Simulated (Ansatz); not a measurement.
Input and output for NiS2 (the lowest singlet isomer of a short search).

```yaml
crystal:
  periodic: [false, false, false]
  atoms:
    - {symbol: Ni, position_ang: [-0.385391, 0.151667, -1.168298]}
    - {symbol: S, position_ang: [-0.765992, -0.237765, 0.879335]}
    - {symbol: S, position_ang: [1.151383, 0.086108, 0.288963]}
basis:
  gaussian: {orbitals: def2-SVP}
magnetization: {spin_polarized: true, initial_magnetization: 0}
hamiltonian: {xc: {name: PBE0}, dispersion: d4}
scf: {omitted_lower_state_checks: [starts]}
```

```sh
$ ansatz run in.yaml --threads 4 --pin off --events-out ev --progress --plain --max-ram 3916MiB
```

Output, abridged:

```
Functional definition: PBE0
653 factors; integrals over basis functions are off by at most 1.1e-3 eV
mean field evaluation 1: about -62665.7150 eV, gradient 7.5e1 eV
mean field evaluation 2: about -62030.7418 eV, gradient 2.1e2 eV
mean field evaluation 4: about -62678.5412 eV, gradient 5.1e1 eV
mean field evaluation 8: about -62681.1039 eV, gradient 3.8e1 eV
mean field evaluation 16: about -62686.5055 eV, gradient 4.4e0 eV
mean field evaluation 32: about -62687.1614 eV, gradient 9.1e-1 eV
mean field -62687.17731606 eV, -2303.7112754704 hartree, gradient 4.5e-6 eV, S^2 0.996816; 0 other end points of the search recorded, 0 dependent functions left out
reference -62687.17734578 eV, -2303.7112765625 hartree; 30, 30 occupied and 37, 37 virtual orbitals, 653 factors
Total energy: -62687.26614394 eV, -2303.7145398347 hartree
Checks for a lower state left out: starts
```

Run time 9.5 s (4 threads of Arm Neoverse V1 on a shared host).

The unrestricted singlet has broken spin symmetry (⟨S²⟩ up to 1.00).
